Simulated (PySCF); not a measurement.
## Cl⁻ (chlorine, charge -1): r2SCAN calculation

Configuration: [Ar], closed-shell 1S. Calculation: PySCF 2.14, in aug-cc-pCVTZ-DK (8s7p5d3f, 75 functions); scalar relativity by spin-free X2C-1e.

```json
{"Total energy": "-461.6757 hartree", "One-electron energy": "-643.1049 hartree", "Hartree (Coulomb) energy": "209.9851 hartree", "Exchange-correlation energy": "-28.5559 hartree", "⟨S²⟩": "0.0000", "⟨L²⟩": "0.000", "Sum of ⟨r⟩": "18.92 bohr", "Sum of ⟨r²⟩": "39.08 bohr²", "Langevin diamagnetic susceptibility": "-31.0 ×10⁻⁶ cm³/mol"}
```

```csv
shell,electrons,mean orbital energy (eV),"rms radius, mean of both spins (bohr)"
1s,2,-2754.1,0.105
2s,2,-247.64,0.482
2p,6,-184.42,0.454
3s,2,-12.100,1.72
3p,6,0.025,2.29
```

At r2SCAN the highest occupied level has a positive energy, so only the finite basis holds that electron; in a semilocal or global hybrid functional this comes from self-interaction and does not mean that the real anion is unbound.

Densities and radii are taken from the X2C orbitals without a picture-change correction, which distorts them close to the nucleus.
